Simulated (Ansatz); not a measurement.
A made-up structure of BSiH3O2, closed shell:

```
atom    x (Å)    y (Å)    z (Å)
  B1  -0.9090   1.0681  -0.0211
 Si2   0.5250  -0.2728   0.3125
  O3  -1.4804   0.8651   1.3509
  O4   0.4433  -1.4489  -0.8024
  H5  -0.6954   2.0241  -0.7004
  H6  -1.9718   0.9586   0.5074
  H7   1.0869  -2.1624  -0.7484
```

It is relaxed with PBE-D4/def2-SVP and then PBE0-D4/def2-TZVP (Ansatz 0.2.0). Atoms count as bonded within 1.22 times the sum of their covalent radii (H–H: 0.88 Å). The end point is not checked to be a true minimum.

**Question.** Does its bonding change? (A judgement: the text doesn't fix the answer.)

**Answer.** The calculation gives: Yes. Formed: none; broken: B1–H6.

Where it ends: The first stage lowers the energy by 3.56 eV in 14 steps. It ends as BSiH₃O₂ ([OH][BH][Si][OH]):
```xyz
7
angstrom
B -0.7002 0.8985 0.1243
Si 0.9555 -0.3195 0.3897
O -1.7016 0.8522 1.0361
O 0.5163 -1.4094 -0.7969
H -0.7856 1.6852 -0.7931
H -2.4293 1.4530 0.8495
H 1.1436 -2.1279 -0.9109
```

Labels in which every atom is bracketed show which atoms are joined, not bond orders.

For scale, one of the runs: PBE0-D4/def2-TZVP relaxation, 148 basis functions, launched by `ansatz run in.yaml --threads 2 --pin off --events-out ev --progress --plain --max-ram 4352MiB`. Hardware: 2 CPU threads of an Intel Xeon 6975P-C, shared host. Wall time about 16 s.
